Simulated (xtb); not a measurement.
xtb input (GFN2-xTB):

```bash
xtb mol.xyz --gfn 2 --ohess tight --chrg -1 --uhf 0
```
mol.xyz:
```
8

F     -0.16219408     2.23190551     0.50869899
C     -0.11434460     0.89526787     0.22463325
C     -1.27785484     0.13462398    -0.07521667
C     -1.07579556    -1.17636122    -0.40593281
S      0.62812859    -1.44905491    -0.25656059
C      1.03061605     0.22032150     0.14519937
H     -2.28131980     0.68883796    -0.05718571
H      2.08199409     0.63316991     0.29902696
```

Output:

```
           -------------------------------------------------
          |                Calculation Setup                |
           -------------------------------------------------

           -------------------------------------------------
          |                 G F N 2 - x T B                 |
           -------------------------------------------------

        Reference                      10.1021/acs.jctc.8b01176
      * Hamiltonian:
        H0-scaling (s, p, d)           1.850000    2.230000    2.230000
        zeta-weighting                 0.500000
      * Dispersion:
        s8                             2.700000
        a1                             0.520000
        a2                             5.000000
        s9                             5.000000
      * Repulsion:
        kExp                           1.500000    1.000000
        rExp                           1.000000
      * Coulomb:
        alpha                          2.000000
        third order                    shell-resolved
        anisotropic                    true
        a3                             3.000000
        a5                             4.000000
        cn-shift                       1.200000
        cn-exp                         4.000000
        max-rad                        5.000000

          ...................................................
          :                      SETUP                      :
          :.................................................:
          :  # basis functions                  32          :
          :  # atomic orbitals                  31          :
          :  # shells                           15          :
          :  # electrons                        32          :
          :  max. iterations                   250          :
          :  Hamiltonian                  GFN2-xTB          :
          :  restarted?                      false          :
          :  GBSA solvation                  false          :
          :  PC potential                    false          :
          :  electronic temp.          300.0000000     K    :
          :  accuracy                    1.0000000          :
          :  -> integral cutoff          0.2500000E+02      :
          :  -> integral neglect         0.1000000E-07      :
          :  -> SCF convergence          0.1000000E-05 Eh   :
          :  -> wf. convergence          0.1000000E-03 e    :
          :  Broyden damping             0.4000000          :
          :  net charge                         -1          :
          :  unpaired electrons                  0          :
          ...................................................

 iter      E             dE          RMSdq      gap      omega  full diag
   1    -17.7924395 -0.177924E+02  0.631E+00    3.46       0.0  T
   2    -17.8280504 -0.356109E-01  0.424E+00    2.41       1.0  T
   3    -17.8271731  0.877248E-03  0.228E+00    3.40       1.0  T
   4    -17.8487899 -0.216168E-01  0.920E-01    2.91       1.0  T
   5    -17.8504967 -0.170673E-02  0.465E-01    3.04       1.0  T
   6    -17.8510271 -0.530469E-03  0.136E-01    3.01       1.0  T
[...]
   center of mass at/Å    :        0.0072249       0.0083887      -0.0004062
  moments of inertia/u·Å² :        0.6831077E+02   0.2036071E+03   0.2719179E+03
rotational constants/cm⁻¹ :        0.2467786E+00   0.8279491E-01   0.6199531E-01

 * 6 selected distances
Molecule has the following symmetry elements: (sigma)
It seems to be the Cs point group

     #   Z          #   Z                                           value/Å
     2   6 C        3   6 C                                       1.4104110
     3   6 C        4   6 C                                       1.3807921
     2   6 C        6   6 C                                       1.3556973
     5  16 S        6   6 C                                       1.7306167 (max)
     3   6 C        7   1 H                                       1.0847767
     6   6 C        8   1 H                                       1.0733016 (min)

 * 3 distinct bonds (by element types)

   Z      Z             #   av. dist./Å        max./Å        min./Å
   1 H    6 C           2     1.0790391     1.0847767     1.0733016
   6 C    6 C           3     1.3823002     1.4104110     1.3556973
   6 C   16 S           1     1.7306167     1.7306167     1.7306167

           -------------------------------------------------
          |               Frequency Printout                |
           -------------------------------------------------
 projected vibrational frequencies (cm⁻¹)
eigval :       -0.00    -0.00     0.00     0.00     0.00     0.00
eigval :      247.11   345.97   404.76   493.29   554.43   556.75
eigval :      642.70   707.53   789.56   841.77   923.87  1069.79
eigval :     1132.40  1295.71  1380.10  1544.18  3009.10  3118.19
 reduced masses (amu)
   1: 18.67   2: 23.40   3: 15.96   4: 21.20   5: 19.36   6: 15.19   7: 15.99   8: 15.49
   9: 13.71  10: 23.87  11: 10.80  12: 17.70  13:  2.85  14: 13.46  15:  3.15  16: 13.78
  17: 12.74  18:  4.78  19:  3.31  20: 11.39  21: 11.28  22: 11.62  23:  1.81  24:  1.87
 IR intensities (km·mol⁻¹)
   1: 10.57   2:  4.06   3:  3.30   4:  5.49   5: 10.07   6:  0.93   7:  7.15   8:  5.25
   9: 11.90  10:  8.62  11:  9.24  12: 23.42  13:  2.41  14:  9.88  15:  3.24  16: 10.22
  17:115.55  18: 65.46  19: 10.30  20: 51.84  21: 27.46  22: 41.24  23:210.58  24: 63.86
 Raman intensities (Ä⁴*amu⁻¹)
   1:  0.00   2:  0.00   3:  0.00   4:  0.00   5:  0.00   6:  0.00   7:  0.00   8:  0.00
   9:  0.00  10:  0.00  11:  0.00  12:  0.00  13:  0.00  14:  0.00  15:  0.00  16:  0.00
  17:  0.00  18:  0.00  19:  0.00  20:  0.00  21:  0.00  22:  0.00  23:  0.00  24:  0.00
 output can be read by thermo (or use thermo option).
 writing <g98.out> molden fake output.
 recommended (thermochemical) frequency scaling factor: 1.0
           -------------------------------------------------
          |             Thermodynamic Functions             |
           -------------------------------------------------

cs  symmetry found (for desy threshold:  0.10E+00) used in thermo

          ...................................................
          :                      SETUP                      :
          :.................................................:
          :  # frequencies                          18      :
          :  # imaginary freq.                       0      :
          :  linear?                             false      :
          :  only rotor calc.                    false      :
          :  symmetry                               cs      :
          :  rotational number                       1      :
          :  scaling factor                  1.0000000      :
          :  rotor cutoff                   50.0000000 cm⁻¹ :
          :  imag. cutoff                  -20.0000000 cm⁻¹ :
          :.................................................:

    mode    ω/cm⁻¹     T·S(HO)/kcal·mol⁻¹    T·S(FR)/kcal·mol⁻¹   T·S(vib)
   ------------------------------------------------------------------------
       1    247.11    -0.52209 ( 99.83%)    -0.58310 (  0.17%)    -0.52219
   ------------------------------------------------------------------------

   temp. (K)  partition function   enthalpy   heat capacity  entropy
                                   cal/mol     cal/K/mol   cal/K/mol   J/K/mol
 298.15  VIB   3.02                 1431.737     12.696      7.003
         ROT  0.149E+06              888.752      2.981     26.647
         INT  0.449E+06             2320.489     15.677     33.649
Note: The following floating-point exceptions are signalling: IEEE_UNDERFLOW_FLAG IEEE_DENORMAL
normal termination of xtb
         TR   0.984E+27             1481.254      4.968     39.733
         TOT                        3801.7429    20.6448    73.3824   307.0321

       T/K    H(0)-H(T)+PV         H(T)/Eh          T*S/Eh         G(T)/Eh
   ------------------------------------------------------------------------
    298.15    0.605846E-02    0.494740E-01    0.348664E-01    0.146076E-01
   ------------------------------------------------------------------------

         :::::::::::::::::::::::::::::::::::::::::::::::::::::
         ::                  THERMODYNAMIC                  ::
         :::::::::::::::::::::::::::::::::::::::::::::::::::::
         :: total free energy         -17.674220799595 Eh   ::
         ::.................................................::
         :: total energy              -17.688828424986 Eh   ::
         :: zero point energy           0.043415529589 Eh   ::
         :: G(RRHO) w/o ZPVE           -0.028807904199 Eh   ::
         :: G(RRHO) contrib.            0.014607625390 Eh   ::
         :::::::::::::::::::::::::::::::::::::::::::::::::::::

optimized geometry written to: xtbopt.xyz

           -------------------------------------------------
          | TOTAL ENERGY              -17.688828424986 Eh   |
          | TOTAL ENTHALPY            -17.639354432477 Eh   |
          | TOTAL FREE ENERGY         -17.674220799595 Eh   |
          | GRADIENT NORM               0.000128593319 Eh/α |
          | HOMO-LUMO GAP               3.001184439473 eV   |
           -------------------------------------------------

------------------------------------------------------------------------
------------------------------------------------------------------------
 total:
 SCF:
 ANC optimizer:
 analytical hessian:
```

It need not be the lowest isomer of its formula. Whether it binds its extra electron was not tested at this geometry.
